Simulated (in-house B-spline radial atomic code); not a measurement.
**Ionising Ce VIII (Ce7+) with different functionals**

Computed with an all-electron radial atomic-structure program (B-spline basis): four-component Dirac-Coulomb Hamiltonian, Fermi nucleus of rms radius 4.8771 fm, spin-restricted, spherical fractional occupations for the functionals. The ionisation energy is the difference of two self-consistent energies, [Kr] 4d10 5s2 5p3 → [Kr] 4d10 5s2 5p2, without Breit or QED terms; ε is the level of the shell that loses the electron (mean over j). The electron is taken from both j subshells in proportion to 2j + 1, so the result is a j average, not the step between ground levels.

Hybrids are left out here: with spherical fractional occupations of an open shell their exact exchange keeps a self-interaction that integer-occupation calculations don't have.

```json
{"method": "LDA VWN5", "rung": "LDA", "ΔSCF (eV)": "108.86", "-ε(5p) (eV)": "101.59"}
{"method": "relativistic LDA", "rung": "LDA", "ΔSCF (eV)": "108.80", "-ε(5p) (eV)": "101.53"}
{"method": "LDA PW92", "rung": "LDA", "ΔSCF (eV)": "108.86", "-ε(5p) (eV)": "101.59"}
{"method": "LDA exchange-only", "rung": "LDA", "ΔSCF (eV)": "107.19", "-ε(5p) (eV)": "99.92"}
{"method": "PBE", "rung": "GGA", "ΔSCF (eV)": "108.43", "-ε(5p) (eV)": "101.21"}
{"method": "PBEsol", "rung": "GGA", "ΔSCF (eV)": "108.53", "-ε(5p) (eV)": "101.30"}
{"method": "BLYP", "rung": "GGA", "ΔSCF (eV)": "108.36", "-ε(5p) (eV)": "101.10"}
{"method": "RPBE", "rung": "GGA", "ΔSCF (eV)": "108.32", "-ε(5p) (eV)": "101.13"}
{"method": "PW91", "rung": "GGA", "ΔSCF (eV)": "108.57", "-ε(5p) (eV)": "101.34"}
{"method": "BP86", "rung": "GGA", "ΔSCF (eV)": "108.64", "-ε(5p) (eV)": "101.40"}
{"method": "AM05", "rung": "GGA", "ΔSCF (eV)": "108.54", "-ε(5p) (eV)": "101.31"}
{"method": "OLYP", "rung": "GGA", "ΔSCF (eV)": "108.48", "-ε(5p) (eV)": "101.31"}
```

How do they compare with the NIST value?

NIST lists 106 eV ± 2.1 (tabulated theory, ground level to ground level). Errors run from +1.19 to +2.86 eV; all lie within about twice that uncertainty, so the table can't rank the methods.
